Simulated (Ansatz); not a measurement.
System: CuBr, charge 0, multiplicity 1. 
Coordinates optimised at B3LYP-D3(BJ)/def2-TZVP (Ansatz, an electronic-structure program):
SMILES: [Cu][Br]
```xyz
2

Cu     0.0000     0.0000    -1.2173
Br     0.0000     0.0000     1.0086
```

Dipole moments at this geometry, in debye (magnitudes).

```json
[
 {"level": "SVWN5/def2-TZVPD", "program": "Ansatz", "dipole (D)": "4.21"},
 {"level": "PBE/def2-TZVPD", "program": "Ansatz", "dipole (D)": "4.33"},
 {"level": "revPBE/def2-TZVPD", "program": "Ansatz", "dipole (D)": "4.40"},
 {"level": "B3LYP/def2-TZVPD", "program": "Ansatz", "dipole (D)": "4.82"},
 {"level": "PBE0/def2-TZVPD", "program": "Ansatz", "dipole (D)": "5.11"},
 {"level": "BHLYP/def2-TZVPD", "program": "Ansatz", "dipole (D)": "5.60"},
 {"level": "r2SCANh/def2-TZVPD", "program": "Ansatz", "dipole (D)": "(withheld)"},
 {"level": "r2SCAN0/def2-TZVPD", "program": "Ansatz", "dipole (D)": "5.34"},
 {"level": "HSE06/def2-TZVPD", "program": "Ansatz", "dipole (D)": "5.10"},
 {"level": "CAM-B3LYP/def2-TZVPD", "program": "Ansatz", "dipole (D)": "5.19"},
 {"level": "LC-wPBE/def2-TZVPD", "program": "Ansatz", "dipole (D)": "5.56"},
 {"level": "wB97X-V/def2-TZVPD", "program": "Ansatz", "dipole (D)": "5.49"},
 {"level": "CCSD(T)/def2-SVPD", "program": "Ansatz", "dipole (D)": "(withheld)"}
]
```

Problem. Complete the blanks.

Solution. 
- r2SCANh/def2-TZVPD, dipole (D): 5.01
- CCSD(T)/def2-SVPD, dipole (D): 6.07
